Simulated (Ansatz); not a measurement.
An input meant for cyclo-(H2GeS)2 (Ge2H4S2) (charge 0, singlet; atoms displaced at random, 0.03 Å in each coordinate).

```yaml
crystal:
  periodic: [false, false, false]
  atoms:
    - {symbol: Ge, position_ang: [1.456590, 0.074238, 0.368755]}
    - {symbol: H, position_ang: [2.148068, -1.102948, 1.184149]}
    - {symbol: H, position_ang: [2.344334, 1.170180, 0.105266]}
    - {symbol: S, position_ang: [-0.385461, 0.710753, 1.455948]}
    - {symbol: Ge, position_ang: [-1.415514, -0.036516, -0.442988]}
    - {symbol: H, position_ang: [-2.327237, -1.196064, -0.131458]}
    - {symbol: H, position_ang: [-2.209491, 1.059570, -1.180693]}
    - {symbol: S, position_ang: [0.448752, -0.726783, -1.443828]}
basis:
  gaussian: {orbitals: aug-cc-pVDZ}
total_charge: 4
magnetization: {spin_polarized: true, initial_magnetization: 0}
hamiltonian: {xc: {name: wB97M-V}}
scf: {lower_state_search: off}
output: {forces: true}
```

```sh
$ ansatz run in.yaml --threads 2 --pin off --events-out ev --progress --plain --max-ram 32768MiB --backend cpu
```

Output, abridged:

```
Functional definition: wB97M-V
1712 factors; integrals over basis functions are off by at most 5.3e-4 eV
586 factors; integrals over basis functions are off by at most 1.3e-5 eV
mean field evaluation 1: about -134672.9191 eV, gradient 4.5e1 eV
mean field evaluation 2: about -134665.0206 eV, gradient 6.2e1 eV
mean field evaluation 4: about -134693.3101 eV, gradient 3.9e0 eV
mean field evaluation 8: about -134693.4535 eV, gradient 1.4e-1 eV
mean field evaluation 16: about -134693.4554 eV, gradient 9.6e-3 eV
mean field evaluation 32: about -134693.4554 eV, gradient 4.5e-5 eV
mean field -134693.45543740 eV, -4949.8931888212 hartree, gradient 9.9e-6 eV, S^2 0.000000; 0 other end points of the search recorded, 0 dependent functions left out
reference -134693.45551453 eV, -4949.8931916557 hartree; 48, 48 occupied and 114, 114 virtual orbitals, 1712 factors
Total energy: -134693.45551453 eV, -4949.8931916557 hartree
Atom 0 at     1.456590     0.074238     0.368755 Å, force     2.137638    -1.539952     1.679417 eV/Å
Atom 1 at     2.148068    -1.102948     1.184149 Å, force    -0.027023    -0.502056     0.271049 eV/Å
Atom 2 at     2.344334     1.170180     0.105266 Å, force     1.681856     2.395590    -0.673567 eV/Å
Atom 3 at    -0.385461     0.710753     1.455948 Å, force    -0.776815     1.067236     2.225038 eV/Å
Atom 4 at    -1.415514    -0.036516    -0.442988 Å, force    -2.441781     0.327142    -0.773011 eV/Å
Atom 5 at    -2.327237    -1.196064    -0.131458 Å, force    -0.707211    -1.422575     0.447941 eV/Å
Atom 6 at    -2.209491     1.059570    -1.180693 Å, force    -0.222235     0.955198    -0.567338 eV/Å
Atom 7 at     0.448752    -0.726783    -1.443828 Å, force     0.355571    -1.280582    -2.609530 eV/Å
Dipole moment:    -0.050253    -0.035599     0.048458 e Å
Checks for a lower state left out: stability, starts, cluster_reference, orbital_swaps, neighbouring_geometries, increment
```

Task: What is wrong with this run?

Result: The charge is far from what the species holds (4 typed, 0 meant). Self-consistency was reached. The result belongs to that input, not to the species as meant.
